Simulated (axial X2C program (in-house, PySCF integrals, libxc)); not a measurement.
**Curves of SmBr from open-shell CI on f5 s2**

Computed with an axial X2C code built on PySCF integrals: two-component X2C with atomic mean-field Coulomb and Gaunt terms, basis Sm dyall-v3z, Br dyall-v3z (cores contracted in-house). Orbitals come from Hartree–Fock averaged over the configuration Sm f5 s2; CI then distributes these electrons over the f, s shells of Sm.

Scan along the bond; masses Sm 151.920 u, Br 78.918 u. Energies in cm⁻¹ from the lowest point; levels are followed by energy order within each Ω. Lowest level at 2.665 Å: 100% f5 s2.

```json
{"R (Å)": "2.478", "(1)Ω=1/2": "1823", "(1)Ω=3/2": "2030", "(1)Ω=5/2": "2535", "(2)Ω=1/2": "2888", "(2)Ω=3/2": "3092", "(2)Ω=5/2": "3415", "(1)Ω=7/2": "3501"}
{"R (Å)": "2.572", "(1)Ω=1/2": "415", "(1)Ω=3/2": "631", "(1)Ω=5/2": "1141", "(2)Ω=1/2": "1491", "(2)Ω=3/2": "1689", "(2)Ω=5/2": "2015", "(1)Ω=7/2": "2110"}
{"R (Å)": "2.665", "(1)Ω=1/2": "0", "(1)Ω=3/2": "220", "(1)Ω=5/2": "730", "(2)Ω=1/2": "1083", "(2)Ω=3/2": "1274", "(2)Ω=5/2": "1597", "(1)Ω=7/2": "1700"}
{"R (Å)": "2.772", "(1)Ω=1/2": "371", "(1)Ω=3/2": "591", "(1)Ω=5/2": "1097", "(2)Ω=1/2": "1459", "(2)Ω=3/2": "1640", "(2)Ω=5/2": "1954", "(1)Ω=7/2": "2066"}
{"R (Å)": "2.878", "(1)Ω=1/2": "1346", "(1)Ω=3/2": "1565", "(1)Ω=5/2": "2062", "(2)Ω=1/2": "2437", "(2)Ω=3/2": "2609", "(2)Ω=5/2": "2910", "(1)Ω=7/2": "3031"}
{"R (Å)": "2.998", "(1)Ω=1/2": "2916", "(1)Ω=3/2": "3130", "(1)Ω=5/2": "3614", "(2)Ω=1/2": "4008", "(2)Ω=3/2": "4169", "(2)Ω=5/2": "4454", "(1)Ω=7/2": "4582"}
{"R (Å)": "3.145", "(1)Ω=1/2": "5219", "(1)Ω=3/2": "5425", "(1)Ω=5/2": "5890", "(2)Ω=1/2": "6310", "(2)Ω=3/2": "6457", "(2)Ω=5/2": "6721", "(1)Ω=7/2": "6856"}
```

Question: Fit the curves (1)Ω=1/2, (1)Ω=3/2, (1)Ω=5/2, (2)Ω=1/2, (2)Ω=3/2, (2)Ω=5/2, (1)Ω=7/2 near their minima.

Answer: From the open-shell CI curves, Te from the lowest:

| level | Te (cm⁻¹) | Re (Å) | ωe (cm⁻¹) |
| --- | --- | --- | --- |
| (1)Ω=1/2 | 0 | 2.669 | 226.1 |
| (1)Ω=3/2 | 220 | 2.668 | 225.7 |
| (1)Ω=5/2 | 730 | 2.669 | 224.9 |
| (2)Ω=1/2 | 1084 | 2.668 | 225.9 |
| (2)Ω=3/2 | 1274 | 2.669 | 225.4 |
| (2)Ω=5/2 | 1597 | 2.670 | 224.4 |
| (1)Ω=7/2 | 1700 | 2.669 | 224.7 |

Without dynamic correlation distances can be off by several hundredths of an Å (long for ionic bonds, short for multiple bonds) and the wavenumbers are rough.

The 7 lowest curves are shown; the next is (3)Ω=1/2, from 2297 cm⁻¹.

There is no dynamic correlation: spin–orbit spacings and, for f shells, spacings inside one term are the most reliable numbers, splittings between terms come out too wide, and energies between configurations are not reliable, so the lowest level need not be the ground state of the molecule. At most 4 roots were kept for each Ω > 0 (twice that for Ω = 0) within 2.2 eV of the lowest, so higher up levels can be missing between those listed; levels with Ω > 0 are doubly degenerate and listed once, Ω = 0 levels singly.
